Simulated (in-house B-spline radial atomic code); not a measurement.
Radial electron density of Mg V (Mg4+), [He] 2s2 2p4. Method: scalar-relativistic (X2C) PBEsol, spin-polarised, spherical fractional occupations, Fermi nucleus of rms radius 3.057 fm. Calculated with a B-spline radial code for spherical atoms.

Columns: r (bohr), 4πr²n(r) (electrons per bohr), bar.

```
 0.00489    0.315 #
  0.0057   0.4172 #
 0.00665   0.5519 ##
 0.00775    0.726 ##
 0.00904   0.9527 ###
  0.0105    1.235 ####
  0.0123    1.616 #####
  0.0143    2.073 #######
  0.0167    2.658 #########
  0.0195    3.376 ###########
  0.0227    4.224 ##############
  0.0265     5.24 #################
  0.0309    6.395 #####################
  0.0361     7.69 #########################
  0.0421    9.046 ##############################
  0.0491     10.4 ##################################
  0.0572    11.63 ######################################
  0.0667    12.62 ##########################################
  0.0778    13.22 ############################################
  0.0907    13.31 ############################################
   0.106    12.81 ##########################################
   0.123    11.81 #######################################
   0.144    10.36 ##################################
   0.168    8.831 #############################
   0.196    7.542 #########################
   0.228    6.813 #######################
   0.266    6.779 ######################
    0.31    7.385 ########################
   0.362    8.339 ############################
   0.422    9.157 ##############################
   0.492    9.408 ###############################
   0.574     8.83 #############################
   0.669    7.464 #########################
   0.781    5.588 ##################
    0.91    3.678 ############
    1.06    2.092 #######
    1.24   0.9861 ###
    1.44   0.4011 #
    1.68   0.1282 
    1.96  0.03184 
    2.29 0.005798
```

On this grid the curve has 2 maxima, near 0.0907, 0.492 bohr.

The 2p down radial function P(r) = rR(r), positive near the nucleus:

```csv
r (bohr),P
0.00489,0.001448
0.00665,0.002621
0.00904,0.004733
0.0123,0.008531
0.0167,0.01523
0.0227,0.02702
0.0309,0.04752
0.0421,0.08238
0.0572,0.1391
0.0778,0.2287
0.106,0.3629
0.144,0.5456
0.196,0.7714
0.266,1.003
0.362,1.181
0.492,1.222
0.669,1.073
0.91,0.7661
1.24,0.4158
1.68,0.161
2.29,0.03749
```
